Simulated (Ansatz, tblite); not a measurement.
Cost and result up the ladder for Ga6P4F6 (16 atoms). Charge 0, multiplicity 1. Geometry: PBE-D4/def2-SVP.

```xyz
16

P    -0.414    0.659    0.311
P     1.789    1.113   -0.136
P    -0.476   -1.502   -0.368
P    -0.911    0.468    2.520
Ga   -0.088   -0.791   -3.124
Ga    1.891   -1.217    0.421
Ga   -0.082    2.862   -3.160
Ga   -2.535    1.648   -1.137
Ga    1.239   -0.663    2.736
Ga   -1.500   -1.646    1.713
F    -1.270    0.875   -2.887
F     3.081   -2.391   -0.199
F     1.337    1.093   -1.852
F    -1.359    3.235   -1.687
F     1.778   -0.808    4.425
F    -2.481   -2.934    2.426
```

Ansatz on 2 threads of AMD EPYC 7R13 on a shared host and a share (18 GiB) of an NVIDIA H100 80GB HBM3; xTB runs through tblite on one thread. Times are rough, summed over both states, and most runs start from the orbitals of an earlier one. r2SCAN0-D4/def2-TZVP serves as the yardstick here, not as an exact answer. The other state is a doublet.

The xTB rows come from tblite. Single mean-field runs in def2-TZVP are fitted with def2-universal-jkfit.

Raw xTB energies of ions are shifted by several eV.

```tsv
level	functions	wall time	vertical IE (eV)	difference from r2SCAN0-D4/def2-TZVP (eV)
GFN2-xTB	114	0.13 s	11.85	4.03
GFN1-xTB	114	0.14 s	11.31	3.48
PBE-D4/def2-TZVP (with forces)	622	14 s	7.46	-0.37
r2SCAN0-D4/def2-TZVP	622	19 s	7.82	0.00
PBE0-D4/def2-TZVP (with forces)	622	22 s	7.73	-0.10
```
